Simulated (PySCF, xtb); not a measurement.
PbHF, SMILES [F][PbH] (connectivity only; charge and spin as stated), neutral, multiplicity 1.

xtb with GFN2-xTB at its own geometry gives an orbital gap of 2.73 eV and a dipole moment of 6.31 D.

Coordinates come from a B3LYP-D3(BJ)/def2-TZVP optimisation. The def2 effective core potentials stand for the cores of Pb; spin–orbit coupling is left out.

Q: What does PySCF with PBE0/def2-TZVPD give? (The exact figures need the calculation; the answer reports its results.)

A: gap 4.28 eV (levels -7.18 and -2.91 eV), dipole 3.90 D.
